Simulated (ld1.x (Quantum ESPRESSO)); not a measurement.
# H (Z = 1): variants of one ultrasoft potential

Base potential:

- Element: H
- Generator: ld1.x (Quantum ESPRESSO) 7.5
- Type: ultrasoft
- Functional: PBE
- Relativity: scalar-relativistic
- Frozen core: none
- Valence charge: 1
- Reference configuration: 1s1
- Partial waves: 1s (bound): rcut 0.65, rcutus 0.75 bohr; 1s channel at 0.05 Ry: rcut 0.65, rcutus 0.75 bohr
- Local potential: all-electron potential smoothed inside 0.60 bohr (lloc = -1)
- Core correction: none
- Augmentation charge: PSQ, inside the norm-conserving radii

All-electron outer shells of the reference configuration (PBE, scalar-relativistic, ld1.x):

| shell | level (eV) | outermost node (bohr) | outermost maximum (bohr) |
| --- | --- | --- | --- |
| 1s | -6.49 | – | 1.03 |

Cutoffs, loose and tight: the cutoffs (Ry, on a coarse ladder) from which the occupation-weighted sum of valence levels, in a spherical-Bessel basis at the reference potential, stays within 10 and 1 mRy of its value at 400 Ry. They do not see the model core or the augmentation charge, which bear on the density cutoff. Test errors are all-electron minus pseudo excitation energies from the reference, over the configurations 1s0.5. A dash means not determined; rows that change the core or the reference have their own tests.

| change | outcome | cutoff, loose | cutoff, tight | bound ghosts |
| --- | --- | --- | --- | --- |
| base | generated | 30 Ry | 55 Ry | none |
| waves 1s (bound): rcut 0.54, rcutus 0.62 bohr; 1s channel at 0.05 Ry: rcut 0.54, rcutus 0.62 bohr; local potential all-electron potential smoothed inside 0.50 bohr (lloc = -1) | generated | 30 Ry | 70 Ry | none |
| waves 1s (bound): rcut 0.58, rcutus 0.66 bohr; 1s channel at 0.05 Ry: rcut 0.58, rcutus 0.66 bohr; local potential all-electron potential smoothed inside 0.54 bohr (lloc = -1) | generated | 30 Ry | 70 Ry | none |
| waves 1s (bound): rcut 0.64, rcutus 0.74 bohr; 1s channel at 0.05 Ry: rcut 0.64, rcutus 0.74 bohr | generated | 30 Ry | 55 Ry | none |
| waves 1s (bound): rcut 0.78, rcutus 0.90 bohr; 1s channel at 0.05 Ry: rcut 0.78, rcutus 0.90 bohr; local potential all-electron potential smoothed inside 0.72 bohr (lloc = -1) | generated | 21 Ry | 40 Ry | none |
| waves 1s (bound): rcut 0.82, rcutus 0.94 bohr; 1s channel at 0.05 Ry: rcut 0.82, rcutus 0.94 bohr; local potential all-electron potential smoothed inside 0.76 bohr (lloc = -1) | generated | 21 Ry | 40 Ry | none |
| waves 1s (bound): rcut 0.84, rcutus 0.98 bohr; 1s channel at 0.05 Ry: rcut 0.84, rcutus 0.98 bohr; local potential all-electron potential smoothed inside 0.78 bohr (lloc = -1) | generated | 18 Ry | 35 Ry | none |
| waves 1s (bound): rcut 0.90, rcutus 1.04 bohr; 1s channel at 0.05 Ry: rcut 0.90, rcutus 1.04 bohr; local potential all-electron potential smoothed inside 0.82 bohr (lloc = -1) | generated | 18 Ry | 35 Ry | none |

(1) What comes out with this change to the base: waves 1s (bound): rcut 0.72, rcutus 0.84 bohr; 1s channel at 0.05 Ry: rcut 0.72, rcutus 0.84 bohr; local potential all-electron potential smoothed inside 0.66 bohr (lloc = -1)?

(2) What comes out with this change to the base: waves 1s (bound): rcut 0.68, rcutus 0.78 bohr; 1s channel at 0.05 Ry: rcut 0.68, rcutus 0.78 bohr; local potential all-electron potential smoothed inside 0.62 bohr (lloc = -1)?

(3) What comes out with this change to the base: waves 1s (bound): rcut 0.50, rcutus 0.56 bohr; 1s channel at 0.05 Ry: rcut 0.50, rcutus 0.56 bohr; local potential all-electron potential smoothed inside 0.46 bohr (lloc = -1)?

Answers

(1) outcome: generated; cutoff, loose: 25 Ry; cutoff, tight: 45 Ry; bound ghosts: none.

(2) outcome: generated; cutoff, loose: 25 Ry; cutoff, tight: 50 Ry; bound ghosts: none.

(3) outcome: generated; cutoff, loose: 35 Ry; cutoff, tight: 80 Ry; bound ghosts: none.

Reading the sweep of the scale of all radii (base = 1) (base included, trends over the rows without a ghost): The loose cutoff falls from 35 Ry at 0.75 to 18 Ry at 1.39. A larger radius leaves more room for a smooth pseudo-wave, so fewer plane waves are needed; a smaller one forces it to follow the all-electron wave where it bends sharply.
